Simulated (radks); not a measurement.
Results of a calculation; reference values are marked as such.
Question: Neutral cerium, configuration [Xe] 4f(up 0.875, down 0.125) 5d(up 0.5, down 0.5) 6s2 (fractional occupations, a model configuration). Level of theory: scalar-relativistic Kohn-Sham, PBE, spin-polarised, spherical densities, point nucleus (a radial shooting solver on a logarithmic mesh with Libxc functionals). Some entries of the table are withheld. Estimate them.

orbital   occ.  eigenvalue (eV)  r(max) (bohr)  <r> (bohr)
1s up        1        -40271.23        0.01574     0.02457
1s down      1        -40271.23        0.01574     0.02457
2s up        1        -6447.968        0.08906      0.1052
2s down      1        -6447.967        0.08906      0.1052
2p up        3        -5774.567        0.07168     0.09237
2p down      3        -5774.566        0.07168     0.09237
3s up        1        -1388.545         0.2546      0.2786
3s down      1        -1388.358         0.2546      0.2786
3p up        3        -1174.410         0.2493      0.2767
3p down      3        -1174.224         0.2492      0.2767
3d up        5        -870.3201         0.2052      0.2536
3d down      5        -870.1749         0.2052      0.2536
4s up        1        -281.2074         0.5931      0.6373
4s down      1        -280.6545         0.5930      0.6373
4p up        3        -211.3194         0.6192      0.6748
4p down      3        -210.7587         0.6191      0.6747
4d up        5        -110.7495         0.6523      0.7443
4d down      5        -110.1801         0.6522      0.7442
5s up        1         -40.7638          1.371       1.516
5s down      1         -40.4006          1.373       1.519
5p up        3         -23.3572          1.543       1.757
5p down      3         -23.0822          1.547       1.763
4f up    0.875          -5.6181         0.7081       1.100
4f down  0.125          -5.1154         0.7082       1.111
6s up        1          -3.7606            (1)       4.338
6s down      1          -3.7286            (2)       4.358
5d up      0.5          -3.1080            (3)       2.936
5d down    0.5          -3.0076            (4)       2.969

Answer: 
(1) 6s up r(max) (bohr): 3.736
(2) 6s down r(max) (bohr): 3.754
(3) 5d up r(max) (bohr): 2.153
(4) 5d down r(max) (bohr): 2.167
